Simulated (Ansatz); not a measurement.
Two isomers of CH6N2Si: A = `N=C(N)[SiH3]`, B = `NC1N[SiH2]1`.

Program: Ansatz. Geometries: PBE0-D4/def2-TZVP. ΔE: electronic, gas phase. CCSD(T)/CBS adds triple-zeta CCSD(T) − MP2 to the extrapolated MP2 energy (def2 sets, frozen cores). DFT in def2-TZVPP. B3LYP here is the variant with VWN-RPA as its local correlation; programs differ in this. Each species was taken in one conformer, which may not be the lowest.

A:

```xyz
10

N    -0.398    0.297    1.621
C    -0.079   -0.158    0.473
N     0.230   -1.452    0.154
Si    0.061    1.164   -0.881
H    -0.438   -0.434    2.337
H     0.055   -2.182    0.828
H     0.261   -1.733   -0.809
H     1.269    1.989   -0.640
H     0.194    0.502   -2.212
H    -1.156    2.008   -0.871
```

B:

Z-matrix (Å, degrees):
```
C
N 1 1.500
Si 1 1.836 2 61.2
N 1 1.424 2 119.2 3 -119.3
H 1 1.091 2 114.0 3 106.6
H 2 1.010 1 117.8 3 -122.3
H 3 1.483 1 119.4 2 108.1
H 3 1.480 1 123.9 2 -97.4
H 4 1.011 1 111.5 2 51.8
H 4 1.015 1 110.8 2 -67.6
```

(1) Which isomer does CCSD(T)/CBS put lower? Give the gap. (An estimate is asked.)

(2) Give E(B) − E(A) in kcal/mol with B3LYP-D4, r2SCAN-D4, MP2/def2-TZVPP, B3LYP, LDA (SPW92), CCSD(T)/def2-SVP, ωB97M-V. (Best estimate.)

(3) Does the order hold for the free energy at 298.15 K (harmonic terms from PBE0-D4)? (Best estimate.)

Largest T1 diagnostic: 0.014.

## Answers

(1) Ansatz gave: A, by 13.4 kcal/mol.

(2) Computed: B3LYP-D4 17.0, r2SCAN-D4 14.2, MP2/def2-TZVPP 12.5, B3LYP 17.0, LDA (SPW92) 10.2, CCSD(T)/def2-SVP 18.7, ωB97M-V 13.4. None reverses the order clearly.

(3) Computed: Yes: G(B) − G(A) = +16.7 kcal/mol, for one conformer each. Modes under 60 cm⁻¹, often nearly free rotors, make the harmonic entropy too high.

From PBE to PBE0 (25 % exact exchange), in def2-TZVPP and without D4, E(B) − E(A) moves by −1.2 kcal/mol. At CCSD(T), def2-SVP lies +5.3 kcal/mol from the extrapolated value and def2-TZVPP +1.1 kcal/mol.
